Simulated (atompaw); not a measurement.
# An all-electron radial function and its pseudo partner (Sc)

Columns: radius, all-electron u(r) and pseudo u(r) of the 3d shell (level -1.37 eV) of scandium in the configuration [Ne] 3s2 3p6 3d2 4s1 4p0; PBEsol, scalar-relativistic, PAW (atompaw) scheme, atompaw 4.2.0.5.

```csv
r (bohr),all-electron,pseudo
0.100,0.0206,0.0003
0.200,0.0950,0.0025
0.300,0.1977,0.0082
0.400,0.3029,0.0189
0.500,0.3968,0.0357
0.600,0.4741,0.0591
0.700,0.5343,0.0893
0.800,0.5777,0.1258
0.900,0.6064,0.1677
1.000,0.6233,0.2136
1.100,0.6307,0.2617
1.200,0.6310,0.3100
1.300,0.6260,0.3565
1.400,0.6172,0.3993
1.500,0.6056,0.4366
1.600,0.5921,0.4670
1.700,0.5774,0.4897
1.800,0.5620,0.5044
1.900,0.5463,0.5113
2.000,0.5305,0.5114
2.100,0.5149,0.5058
2.200,0.4995,0.4960
2.300,0.4846,0.4836
2.400,0.4702,0.4700
2.500,0.4563,0.4563
2.600,0.4429,0.4429
```

Q: How many radial nodes do the two functions have?

A: The all-electron 3d function has n − l − 1 = 0; the pseudo-wave has 0.

Q: Is the pseudo-wave norm-conserving?

A: No, it belongs to a PAW set: the norm inside the radius is not constrained, and the difference is carried by the augmentation charge.
